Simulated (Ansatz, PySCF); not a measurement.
Dimer: HBr (SMILES Br) (first 2 atoms) with H4OSi (SMILES O[SiH3]); geometry from B3LYP-D3(BJ)/def2-TZVP, rigid monomers moved along the line of their centres of mass till H2···O3 is 1.71 Å.
(charge 0, multiplicity 1):
```xyz
8

Br    -0.6094    -1.1556    -0.0208
H     -0.1549    -0.4227     1.1354
O      0.3815     0.4268     2.5165
Si    -0.1234     0.0608     4.0612
H      1.0663     1.0889     2.3897
H      1.0053    -0.4465     4.8747
H     -1.1530    -0.9789     3.8893
H     -0.6904     1.2583     4.7227
```

Interaction energies are E(AB) − E(A) − E(B) at the monomers' geometry in the complex; basis-set methods are counterpoise corrected.

Correlated levels freeze the cores. Filled d and f shells under p-block atoms count as core. CBS: X⁻³ extrapolation of the correlation energy, Hartree–Fock from the larger set.

The values were computed with Ansatz (a first-principles code) with Gaussian orbitals; PySCF for the dispersion terms. 

PBE/def2-TZVPPD gives -15.7 kJ/mol for the interaction energy.

How do the other levels lie against it? Give each less PBE: PBE-D3(BJ)/def2-TZVPPD, r2SCAN/def2-TZVPPD, B3LYP/def2-TZVPPD, wB97M-V/def2-TZVPPD, MP2/CBS(def2-SVPD, def2-TZVPPD), CCSD(T)/CBS(def2-SVPD, def2-TZVPPD).

PBE-D3(BJ)/def2-TZVPPD -4.8; r2SCAN/def2-TZVPPD -2.0; B3LYP/def2-TZVPPD 5.1; wB97M-V/def2-TZVPPD 0.7; MP2/CBS(def2-SVPD, def2-TZVPPD) -0.8; CCSD(T)/CBS(def2-SVPD, def2-TZVPPD) 2.4 kJ/mol. 3 of 6 lie above PBE; the widest gap is to B3LYP/def2-TZVPPD.
